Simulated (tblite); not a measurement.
Species: C₅H₁₄P₂.
Z-matrix (Å and degrees, GFN2-xTB geometry), rows numbered from 1:
```
C 
P   1  1.8568
P   2  2.1745  1   97.16
C   2  1.8975  1  101.72  3   101.13
C   4  1.5294  2  106.45  1  -161.32
C   4  1.5254  2  114.11  1   -40.32
C   4  1.5294  2  107.11  1    81.81
H   1  1.0884  2  112.31  3   -39.16
H   1  1.0883  2  109.37  3  -161.61
H   1  1.0901  2  107.64  3    80.99
H   3  1.3937  2   91.61  1   -67.52
H   3  1.3920  2   93.60  1  -159.41
H   5  1.0912  4  110.37  2    68.55
H   5  1.0895  4  110.53  2  -171.68
H   5  1.0899  4  110.55  2   -51.55
H   6  1.0897  4  109.44  2  -172.52
H   6  1.0905  4  110.78  2   -53.32
H   6  1.0876  4  111.42  2    68.16
H   7  1.0885  4  110.41  2    57.16
H   7  1.0891  4  110.31  2   177.01
H   7  1.0886  4  111.08  2   -63.00
```

All values are computed: GFN2-xTB (tblite) harmonic vibrations without scaling, gas phase. Against measured fundamentals such values can be off by several per cent, at times by over 20. Modes of hydrogen on phosphorus can be 10 to 20 % off. One conformer, not necessarily the lowest.

Harmonic wavenumbers (cm⁻¹): 68.3, 144.0, 165.4, 187.0, 198.8, 201.9, 230.5, 250.9, 262.8, 288.9, 299.3, 354.5, 393.7, 400.5, 500.9, 596.3, 706.0, 744.6, 753.6, 855.5, 875.1, 878.3, 958.7, 962.7, 963.1, 1024.6, 1025.5, 1130.2, 1194.5, 1221.4, 1230.8, 1312.9, 1400.0, 1402.4, 1422.4, 1442.0, 1454.1, 1483.6, 1485.5, 1489.5, 1500.8, 1502.8, 1506.7, 2258.9, 2320.0, 2984.4, 2993.3, 2995.1, 2997.3, 3000.1, 3005.2, 3006.3, 3009.1, 3011.2, 3018.3, 3026.0, 3033.8.

A = 2264, B = 1391, C = 1150 MHz; mass 136.057 u (most abundant isotopes); point group C1, symmetry number 1.

Q: Zero-point energy?

A: ½Σν̃ = 38565 cm⁻¹ = 461.34 kJ/mol.

Q: Entropy at 350 K, 1 bar (ideal gas, RRHO, classical rotation)?

A: Translation 173.46, rotation 122.81, vibration 152.25: S = 448.5 J/(mol K).

Q: And Cp and H(350 K) − H(0)?

A: Cp = 199.79 J/(mol K), of which vibrations give 166.53 (their classical limit is 57 R = 473.9); H(350 K) − H(0) = 41.45 kJ/mol without the zero-point energy, 29.81 from vibrations.

Q: Blend soft modes into free rotors: weight 1/[1 + (100 cm⁻¹/ν̃)⁴] for the oscillator and the rest for a rotor with moment μB/(μ + B), μ = h/(8π²ν), B = 10⁻⁴⁴ kg m². What vibrational entropy results?

A: 147.90 J/(mol K) in place of 152.25, which changes −T·S at 350 K by +1.52 kJ/mol.

Q: How do the functions run with temperature in this model?

A: 
| T (K) | S (J/(mol K)) | Cp (J/(mol K)) | H − H(0) (kJ/mol) | G − H(0) (kJ/mol) | ln q(vib) |
| --- | --- | --- | --- | --- | --- |
| 100 | 281.2 | 83.1 | 5.14 | -22.98 | 1.02 |
| 200 | 356.2 | 135.5 | 16.26 | -54.98 | 3.67 |
| 300 | 419.4 | 178.8 | 31.98 | -93.83 | 6.60 |
| 500 | 529.6 | 256.1 | 75.79 | -188.99 | 12.40 |
| 800 | 668.7 | 336.3 | 165.56 | -369.43 | 20.60 |
| 1000 | 747.9 | 373.0 | 236.66 | -511.25 | 25.66 |

q(vib) and H(0) count from the zero-point level.

Q: Which modes carry the vibrational entropy at 350 K?

A: 68.3 cm⁻¹: 18.90; 144.0 cm⁻¹: 12.79; 165.4 cm⁻¹: 11.68; 187.0 cm⁻¹: 10.70; 198.8 cm⁻¹: 10.22; 201.9 cm⁻¹: 10.10 J/(mol K); the other 51 give 77.85 together.

Hindered rotation and anharmonicity are outside this model. Other conformers, if any are populated, would add a mixing term that is left out. The structure is chiral; the term R ln 2 for an equal mix with its mirror image is left out.

Time: 1.2 s. Hardware: one thread, Intel Xeon Platinum 8488C (x86_64), shared host with 192 logical CPUs at a one-minute load of 113. This covers the Hessian and the dipole derivatives.
